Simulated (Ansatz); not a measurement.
Born–Oppenheimer molecular dynamics of Cl3FGe2H4 (10 atoms, charge 0, multiplicity 1). It starts at the highest image of a converged band. Of that band: The profile has 2 maxima (images 4, 6) with wells between them (image 5): this band takes more than one step, which may be the mechanism or a detour left from its start path. A vibrational analysis at the climbing image gives one clearly imaginary mode, 166i cm⁻¹: a first-order saddle point.

The calculation used RKS PBE/def2-SVP in Ansatz 0.2.0.

| Item | Value |
| --- | --- |
| ensemble | NVE (velocity Verlet) |
| time step | 0.5 fs |
| steps asked | 200 |
| starting velocities drawn for | 300 K |
| seed | 9281 |

First frame:

```xyz
10
Properties=species:S:1:pos:R:3
Ge -0.340 0.067 -0.041
F 0.018 -0.616 1.917
Cl 1.838 0.438 -0.077
Ge -1.194 2.140 -1.046
H -2.666 1.891 -1.441
H -1.060 3.215 0.055
H -0.294 2.466 -2.263
Cl -0.620 -1.832 -1.035
Cl -2.465 0.019 1.379
H -1.014 -0.499 2.097
```

Question: How far do the bonds stretch over the last three quarters of this one trajectory? (Pairs bonded in most of those frames.)

Answer: 
```json
{"bond": "Ge1–F2", "mean (Å)": "1.931", "spread (Å)": "0.102", "shortest": "1.77", "longest": "2.07"}
{"bond": "Ge1–Cl3", "mean (Å)": "2.195", "spread (Å)": "0.019", "shortest": "2.15", "longest": "2.22"}
{"bond": "Ge1–Ge4", "mean (Å)": "2.528", "spread (Å)": "0.021", "shortest": "2.47", "longest": "2.55"}
{"bond": "Ge1–Cl8", "mean (Å)": "2.172", "spread (Å)": "0.025", "shortest": "2.14", "longest": "2.21"}
{"bond": "Ge1–Cl9", "mean (Å)": "2.732", "spread (Å)": "0.150", "shortest": "2.57", "longest": "3.10"}
{"bond": "Ge4–H5", "mean (Å)": "1.546", "spread (Å)": "0.011", "shortest": "1.53", "longest": "1.56"}
{"bond": "Ge4–H6", "mean (Å)": "1.549", "spread (Å)": "0.049", "shortest": "1.48", "longest": "1.62"}
{"bond": "Ge4–H7", "mean (Å)": "1.547", "spread (Å)": "0.027", "shortest": "1.51", "longest": "1.59"}
{"bond": "Cl9–H10", "mean (Å)": "1.484", "spread (Å)": "0.144", "shortest": "1.23", "longest": "1.77"}
```

Pairs bonded in part of these frames only: Ge1–Cl9 68 %, F2–H10 13 %, Cl9–H10 85 %.

Mean temperature of the second half: 356 K. The conserved energy stayed within 0.16 meV per atom of its start (net change -0.095 meV per atom), so the integration is sound. A run of 0.1 ps of so small a system gives no equilibrium averages. The orbitals stay closed-shell, which can raise the energy where a bond breaks towards radicals; this wasn't checked here.

The run took 7 min on 4 threads of Arm Neoverse V1, with other jobs on the host, peak memory 0.26 GiB.
